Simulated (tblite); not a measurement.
Compound: C4H10F2O2Si.
Numbering: `[CH3:1][O:2][Si:3]([CH3:4])([O:5][CH3:6])[CH:7]([F:8])[F:9]` (hydrogens: H10, H11, H12 on C1; H13, H14, H15 on C4; H16, H17, H18 on C6; H19 on C7)

Computed with GFN2-xTB (tblite), gas phase: L-BFGS steps from a force-field or distance-geometry start until the largest atomic force falls under 0.01 eV/Å.

Step 30: E = -899.5820 eV
```
atom  x, y, z in Å  |  force x, y, z in eV/Å
C1      2.6218   -0.2498   -0.9230    0.019  -0.005  -0.003
O2      1.3901    0.4140   -0.8994   -0.085   0.029   0.019
Si3     0.0479    0.1883   -0.0343   -0.084   0.089  -0.042
C4      0.3332   -0.2773    1.7890   -0.027   0.032  -0.014
O5     -0.9095   -0.8858   -0.7805    0.108  -0.011  -0.058
C6     -2.1941   -1.3751   -0.4852    0.002   0.036   0.011
C7     -0.7108    1.9739   -0.2525    0.001  -0.031   0.046
F8     -1.3626    2.4043    0.8729    0.014  -0.039  -0.029
F9     -1.6601    1.9803   -1.2329    0.020  -0.004   0.064
H10     2.6736   -0.9065   -1.7899   -0.014  -0.049  -0.058
H11     3.4042    0.5066   -0.9926    0.035   0.003  -0.034
H12     2.7726   -0.8368   -0.0198    0.010  -0.066   0.062
H13     0.2691   -1.3561    1.9153    0.009   0.019   0.004
H14     1.3076    0.0365    2.1521   -0.020   0.035  -0.019
H15    -0.4144    0.1688    2.4373    0.000   0.008   0.047
H16    -2.6312   -1.7468   -1.4108    0.025  -0.009  -0.041
H17    -2.1241   -2.1901    0.2363    0.012  -0.031   0.031
H18    -2.8386   -0.5973   -0.0763    0.029   0.066  -0.012
H19     0.0156    2.7581   -0.5131   -0.053  -0.071   0.028
```

Step 31: E = -899.5837 eV
```
atom  x, y, z in Å  |  force x, y, z in eV/Å
C1      2.6204   -0.2484   -0.9325    0.007  -0.031   0.006
O2      1.3903    0.4201   -0.8814   -0.013  -0.012   0.009
Si3     0.0478    0.1882   -0.0174   -0.077   0.059  -0.088
C4      0.3339   -0.2734    1.8059   -0.030   0.013   0.022
O5     -0.9008   -0.8942   -0.7643    0.052  -0.016  -0.045
C6     -2.1953   -1.3751   -0.4933    0.014   0.006   0.010
C7     -0.7104    1.9705   -0.2524   -0.019  -0.006   0.064
F8     -1.3654    2.4140    0.8657    0.005  -0.050  -0.006
F9     -1.6568    1.9709   -1.2355    0.022  -0.012   0.054
H10     2.6590   -0.9009   -1.8049   -0.045  -0.012  -0.033
H11     3.4061    0.5046   -1.0102    0.005   0.004  -0.027
H12     2.7861   -0.8451   -0.0369   -0.006  -0.038   0.047
H13     0.2801   -1.3531    1.9330    0.011   0.025  -0.009
H14     1.3064    0.0483    2.1679   -0.033   0.039  -0.016
H15    -0.4182    0.1627    2.4569    0.018   0.018   0.025
H16    -2.6213   -1.7428   -1.4269    0.056   0.005  -0.022
H17    -2.1460   -2.1931    0.2281    0.028  -0.010   0.011
H18    -2.8432   -0.5955   -0.0940    0.039   0.085  -0.010
H19     0.0174    2.7516   -0.5152   -0.035  -0.065   0.009
```

Step 32: E = -899.5853 eV
```
atom  x, y, z in Å  |  force x, y, z in eV/Å
C1      2.6182   -0.2478   -0.9362    0.020  -0.041   0.009
O2      1.3902    0.4237   -0.8742   -0.009  -0.016   0.006
Si3     0.0465    0.1890   -0.0120   -0.027  -0.007  -0.078
C4      0.3337   -0.2712    1.8122   -0.030   0.009   0.027
O5     -0.8969   -0.8971   -0.7607    0.063  -0.005  -0.045
C6     -2.1941   -1.3734   -0.4973    0.001  -0.002   0.010
C7     -0.7102    1.9665   -0.2505   -0.027   0.009   0.051
F8     -1.3661    2.4153    0.8628   -0.021  -0.037   0.051
F9     -1.6549    1.9644   -1.2341   -0.003  -0.011   0.018
H10     2.6504   -0.8998   -1.8098   -0.055   0.004  -0.033
H11     3.4062    0.5035   -1.0175   -0.015  -0.013  -0.022
H12     2.7880   -0.8488   -0.0440   -0.004  -0.024   0.050
H13     0.2849   -1.3508    1.9423    0.012   0.023  -0.023
H14     1.3052    0.0549    2.1729   -0.034   0.042  -0.016
H15    -0.4195    0.1612    2.4644    0.016   0.028   0.020
H16    -2.6159   -1.7414   -1.4322    0.052   0.010  -0.039
H17    -2.1513   -2.1921    0.2232    0.028  -0.015   0.032
H18    -2.8421   -0.5918   -0.1022    0.038   0.082  -0.008
H19     0.0180    2.7451   -0.5146   -0.005  -0.035  -0.008
```

Step 33: E = -899.5878 eV
```
atom  x, y, z in Å  |  force x, y, z in eV/Å
C1      2.6147   -0.2480   -0.9404    0.025  -0.049   0.014
O2      1.3898    0.4283   -0.8656    0.002  -0.018   0.001
Si3     0.0439    0.1898   -0.0075    0.059  -0.101  -0.017
C4      0.3324   -0.2680    1.8197   -0.025   0.011   0.007
O5     -0.8904   -0.9009   -0.7599    0.060   0.002  -0.042
C6     -2.1909   -1.3700   -0.5025   -0.006  -0.013   0.006
C7     -0.7110    1.9608   -0.2467   -0.030   0.016   0.020
F8     -1.3671    2.4142    0.8613   -0.058  -0.010   0.126
F9     -1.6536    1.9551   -1.2310   -0.041  -0.002  -0.028
H10     2.6374   -0.8994   -1.8151   -0.059   0.021  -0.033
H11     3.4052    0.5014   -1.0270   -0.037  -0.041  -0.011
H12     2.7881   -0.8544   -0.0518    0.002   0.001   0.043
H13     0.2910   -1.3472    1.9554    0.011   0.024  -0.042
H14     1.3031    0.0649    2.1773   -0.038   0.041  -0.016
H15    -0.4212    0.1607    2.4737    0.010   0.038   0.011
H16    -2.6077   -1.7398   -1.4384    0.034   0.018  -0.060
H17    -2.1547   -2.1896    0.2169    0.021  -0.006   0.056
H18    -2.8371   -0.5835   -0.1131    0.041   0.054  -0.009
H19     0.0185    2.7348   -0.5127    0.028   0.015  -0.025
```

**Question.** Estimate the geometry and energy of step 34. (The exact step hangs on the optimiser's Hessian estimate; all steps are aligned on step 33, rigid shifts and turns removed.)

**Answer.** E = -899.5900 eV, largest force 0.184 eV/Å
```
atom  x, y, z in Å  |  force x, y, z in eV/Å
C1      2.6116   -0.2494   -0.9435    0.017  -0.051   0.013
O2      1.3896    0.4314   -0.8578    0.020  -0.016  -0.006
Si3     0.0419    0.1890   -0.0041    0.110  -0.142   0.041
C4      0.3304   -0.2648    1.8264   -0.015   0.013  -0.016
O5     -0.8830   -0.9056   -0.7613    0.041  -0.002  -0.031
C6     -2.1872   -1.3671   -0.5073   -0.001  -0.019  -0.004
C7     -0.7132    1.9566   -0.2433   -0.026   0.007   0.003
F8     -1.3689    2.4120    0.8624   -0.074   0.006   0.151
F9     -1.6546    1.9486   -1.2283   -0.057   0.008  -0.043
H10     2.6249   -0.8993   -1.8197   -0.059   0.023  -0.034
H11     3.4035    0.4984   -1.0361   -0.043  -0.058   0.002
H12     2.7882   -0.8602   -0.0579    0.009   0.021   0.035
H13     0.2969   -1.3438    1.9671    0.005   0.026  -0.054
H14     1.3006    0.0748    2.1796   -0.040   0.041  -0.012
H15    -0.4231    0.1614    2.4822    0.008   0.042  -0.001
H16    -2.5996   -1.7382   -1.4443    0.016   0.024  -0.067
H17    -2.1568   -2.1869    0.2124    0.012   0.013   0.066
H18    -2.8299   -0.5743   -0.1233    0.045   0.021  -0.012
H19     0.0188    2.7267   -0.5107    0.033   0.043  -0.031
```

The energy changes by -0.0023 eV. The first-order estimate −F·Δx gives -0.0028 eV and the mean of the old and new forces, exact on a quadratic surface, -0.0023 eV. The step makes an angle of 75° with the force vector and moves no atom by more than 0.016 Å.

What follows is the cost of the whole relaxation. On Arm Neoverse V1, one thread, no GPU, on a shared host, this took 1.0 s wall.
